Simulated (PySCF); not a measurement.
A GIAO shielding run with PySCF 2.14 (density fitting, non-relativistic, gas phase) on `FC[C@@H]1CN[Si@@H](F)N1`, C$_{3}$H$_{8}$F$_{2}$N$_{2}$Si:

```
$ OMP_NUM_THREADS=1 python probes_run.py task.json out

{"job": {"kind": "nmr", "xc": "PBE0", "basis": "pcSseg-1"}, "charge": 0, "multiplicity": 1}
F      1.251574    -0.437467     1.616932
C      1.726474    -0.523152     0.331899
C      0.643943    -0.111302    -0.675815
C      0.081928     1.287439    -0.337641
N     -1.259408     1.121039     0.171910
Si    -1.719532    -0.507843     0.375793
F     -3.146018    -0.819790    -0.301634
N     -0.471116    -1.021291    -0.680975
H      2.597948     0.136479     0.268840
H      2.031620    -1.564001     0.179050
H      1.123348    -0.106177    -1.664399
H      0.057476     1.911346    -1.239119
H      0.729598     1.777613     0.398485
H     -1.621483     1.911560     0.672734
H     -1.813679    -1.063563     1.712520
H     -0.220271    -1.981947    -0.839991
```

Hardware: 1 thread of an Arm Neoverse N1, shared host. The job also computes population analyses, field gradients, ring-centre shieldings.

Problem. How large is the calculation?

Solution. 72 electrons, 183 basis functions and 964 auxiliary functions.

Problem. How long does it take, and how much memory does it need?

Solution. 45 s of wall time, with 13 SCF cycles and 4 response iterations; peak memory 0.83 GiB. Times on a shared host scatter by some tens of per cent.
